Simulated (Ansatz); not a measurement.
Consider the redistribution: `N[SiH](Cl)[GeH3]` + `C[O][Ge]([CH3])([OH])[Cl]` → `O[SiH](Cl)[GeH3]` + `C[O][Ge]([CH3])([NH2])[Cl]`.

Calculated with Ansatz (gas phase, PBE0-D4/def2-TZVP geometries, no zero-point term in ΔE). CCSD(T)/CBS is the MP2 limit (def2-TZVPP, def2-QZVPP) plus CCSD(T) − MP2 in def2-TZVPP, frozen cores. Functionals use def2-TZVPP. B3LYP here is the variant with VWN-RPA as its local correlation; programs differ in this. For Ge outer-core shells are correlated without core-valence functions, which leaves a few kJ/mol of doubt a bond. Scalar relativity is left out up to krypton. Each species was taken in one conformer, which may not be the lowest.

```
             level  ΔE (kJ/mol)  difference from CCSD(T)/CBS
            PBE-D4         -6.2                          2.3
         r2SCAN-D4         -7.6                          0.9
           PBE0-D4         -7.1                          1.4
          B3LYP-D4         -7.6                          0.9
           ωB97X-V         -6.3                          2.2
               PBE         -6.0                          2.5
            r2SCAN         -7.4                          1.1
     HF/def2-TZVPP         -8.2                          0.3
    MP2/def2-TZVPP         -8.6                         -0.1
SCS-MP2/def2-TZVPP         -8.4                          0.1
   CCSD/def2-TZVPP         -8.9                         -0.4
CCSD(T)/def2-TZVPP         -8.6                         -0.1
     HF/def2-QZVPP         -8.2                          0.3
    MP2/def2-QZVPP         -8.6                         -0.1
     MP2/CBS(def2)         -8.6                         -0.1
    CCSD/CBS(def2)         -8.8                         -0.3
       CCSD(T)/CBS         -8.5                            0
```

Largest T1 diagnostic among the species: 0.012.
